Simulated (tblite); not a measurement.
C6H7N2 (doublet state).
Cartesian coordinates in Å at the GFN2-xTB level; atoms count from 1:
```
atom  x, y, z in Å
N1     2.685   -0.326   -0.048
C2     1.372    0.098    0.037
C3     1.031    1.412    0.274
C4    -0.239    1.890    0.305
C5    -1.288    1.003    0.071
C6    -1.010   -0.339   -0.180
N7    -2.040   -1.218   -0.486
C8     0.310   -0.784   -0.187
H9     3.361    0.260    0.415
H10    2.839   -1.314    0.073
H11   -0.448    2.931    0.502
H12   -2.310    1.355    0.078
H13   -1.839   -2.194   -0.333
H14   -2.954   -0.939   -0.165
H15    0.526   -1.827   -0.378
```

Computed geometry: GFN2-xTB, gas phase. This method treats the open shell by occupation alone, without spin polarisation.

Take the most abundant isotopes and a rigid rotor. 

Task: Give the principal moments of inertia and the rotational constants in GHz.

Result: Ia = 131.50, Ib = 269.87, Ic = 400.64 u·Å²; 505379 MHz·u·Å²/I gives 3843, 1873 and 1261 MHz, that is A = 3.8433, B = 1.8727, C = 1.2614 GHz.

Task: What kind of rotor is it?

Result: An asymmetric top: κ = (2 × 1873 − 3843 − 1261)/(3843 − 1261) = -0.53.

Task: Is it planar, by Δ = Ic − Ia − Ib?

Result: Not planar: Δ = Ic − Ia − Ib = -0.73 u·Å². For a rigid frame Δ = −2 Σ m c², so Σ m c² = 0.37 u·Å² lies off the ab plane: 0.26 from hydrogen and 0.11 from heavier atoms. The atom farthest from that plane is 0.27 Å away.

Task: List the rotational levels J(Ka,Kc) to J = 4 (K).

Result: Above 0(0,0), as E/k:
J = 1: 1(0,1) 0.150, 1(1,1) 0.245, 1(1,0) 0.274
J = 2: 2(0,2) 0.445, 2(1,2) 0.516, 2(1,1) 0.604, 2(2,1) 0.888, 2(2,0) 0.894
J = 3: 3(0,3) 0.875, 3(1,3) 0.920, 3(1,2) 1.096, 3(2,2) 1.339, 3(2,1) 1.367, 3(3,1) 1.889, 3(3,0) 1.890
J = 4: 4(0,4) 1.428, 4(1,4) 1.454, 4(1,3) 1.742, 4(2,3) 1.937, 4(2,2) 2.012, 4(3,2) 2.500, 4(3,1) 2.505, 4(4,1) 3.257, 4(4,0) 3.257
Those of J = 1 are B + C, A + C and A + B.

For this open shell read J as N, the rotation without spin; fine and hyperfine splittings come on top. Its GFN2-xTB frequencies are all real (lowest 191 cm⁻¹). No vibrational averaging or centrifugal distortion is included, and the geometry carries the error of its method.
